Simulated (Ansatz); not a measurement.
A run on C$_{2}$H$_{5}$AlO with other settings.

```yaml
crystal:
  periodic: [false, false, false]
  atoms:
    - {symbol: C, position_ang: [0.570684, 1.345401, -0.537125]}
    - {symbol: C, position_ang: [0.076226, 0.038768, -0.066281]}
    - {symbol: O, position_ang: [0.533642, -1.027600, -0.557004]}
    - {symbol: Al, position_ang: [-0.791750, -1.478892, 0.775605]}
    - {symbol: H, position_ang: [1.337868, 1.245396, -1.308471]}
    - {symbol: H, position_ang: [0.956621, 1.903294, 0.321518]}
    - {symbol: H, position_ang: [-0.279288, 1.924010, -0.912083]}
    - {symbol: H, position_ang: [-0.158460, -2.024734, 2.117127]}
    - {symbol: H, position_ang: [-2.156945, -1.971942, 0.149615]}
basis:
  gaussian: {orbitals: "6-31G*", final_grid: {core_spheres: 20, valence_spheres: 16, degree: 47}, nuclear_model: gaussian}
hamiltonian: {xc: {name: B3LYP5}}
output: {forces: true}
```

```sh
$ ansatz run in.yaml --threads 2 --pin off --events-out ev --progress --plain --max-ram 4352MiB
```

Output, abridged:

```
Functional definition: B3LYP5
740 factors; integrals over basis functions are off by at most 6.6e-4 eV
mean field evaluation 1: about -10790.3182 eV, gradient 4.8e1 eV
mean field evaluation 2: about -10782.7535 eV, gradient 7.8e1 eV
mean field evaluation 4: about -10795.0292 eV, gradient 4.0e0 eV
mean field evaluation 8: about -10795.2349 eV, gradient 4.7e-1 eV
mean field evaluation 16: about -10795.2354 eV, gradient 2.5e-5 eV
mean field -10795.23542394 eV, -396.7175845563 hartree, gradient 2.5e-5 eV, S^2 0.000000; 0 other end points of the search recorded, 0 dependent functions left out
reference -10795.23567953 eV, -396.7175939493 hartree; 19, 19 occupied and 55, 55 virtual orbitals, 740 factors
Total energy: -10795.23567953 eV, -396.7175939493 hartree
Atom 0 at     0.570684     1.345401    -0.537125 Å, force     0.056050     0.238881    -0.052523 eV/Å
Atom 1 at     0.076226     0.038768    -0.066281 Å, force    -0.321471     0.373099     0.337199 eV/Å
Atom 2 at     0.533642    -1.027600    -0.557004 Å, force     0.424981    -0.586585    -0.447230 eV/Å
Atom 3 at    -0.791750    -1.478892     0.775605 Å, force    -0.230644    -0.192078     0.229724 eV/Å
Atom 4 at     1.337868     1.245396    -1.308471 Å, force     0.089046     0.013094    -0.089004 eV/Å
Atom 5 at     0.956621     1.903294     0.321518 Å, force     0.073179     0.089832     0.074014 eV/Å
Atom 6 at    -0.279288     1.924010    -0.912083 Å, force    -0.072094     0.093234    -0.070621 eV/Å
Atom 7 at    -0.158460    -2.024734     2.117127 Å, force     0.021182    -0.014794     0.040197 eV/Å
Atom 8 at    -2.156945    -1.971942     0.149615 Å, force    -0.040230    -0.014684    -0.021756 eV/Å
Dipole moment:     0.107280     0.532109    -0.096570 e Å
```

Hardware: 2 threads of an Arm Neoverse V1 on a shared host. Wall time 2.5 s, peak host memory 0.4 GiB.
